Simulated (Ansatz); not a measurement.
One change: `O[SiH2]C(F)Cl` becomes `C=CC(F)Cl`.

Ansatz, PBE0-D4/def2-TZVP geometries, multiplicity 1. Each molecule was computed in one conformer, which needn't be the lowest.

| property | `O[SiH2]C(F)Cl` |
| --- | --- |
| HOMO–LUMO gap (PBE0/def2-TZVPP) / eV | 8.16 |
| HOMO energy (B3LYP/def2-TZVPP) / eV | -8.10 |
| HOMO energy (ωB97M-V/def2-TZVPP) / eV | -10.58 |
| HOMO energy (PBE0/def2-TZVPP) / eV | -8.31 |
| size of the dipole moment (B3LYP/def2-TZVPP) / D | 0.98 |
| LUMO energy (PBE/def2-TZVPP) / eV | -1.09 |

Task: Give the same properties after the change, and the shifts. (An estimate is asked.)

Result: Ansatz gave: 
| property | `C=CC(F)Cl` | shift |
| --- | --- | --- |
| HOMO–LUMO gap (PBE0/def2-TZVPP) / eV | 7.54 | -0.62 |
| HOMO energy (B3LYP/def2-TZVPP) / eV | -7.96 | 0.14 |
| HOMO energy (ωB97M-V/def2-TZVPP) / eV | -10.44 | 0.14 |
| HOMO energy (PBE0/def2-TZVPP) / eV | -8.20 | 0.11 |
| size of the dipole moment (B3LYP/def2-TZVPP) / D | 2.00 | 1.02 |
| LUMO energy (PBE/def2-TZVPP) / eV | -1.69 | -0.60 |

With PBE0 the HOMO rises by 0.11 eV and the LUMO falls by 0.51 eV, so the gap narrows by about 0.62 eV. PBE moves the HOMO by -0.16 eV and ωB97M-V by 0.14 eV. Dipoles are sizes alone; their direction can turn.

B3LYP here is the variant with VWN-RPA as its local correlation; programs differ in this.
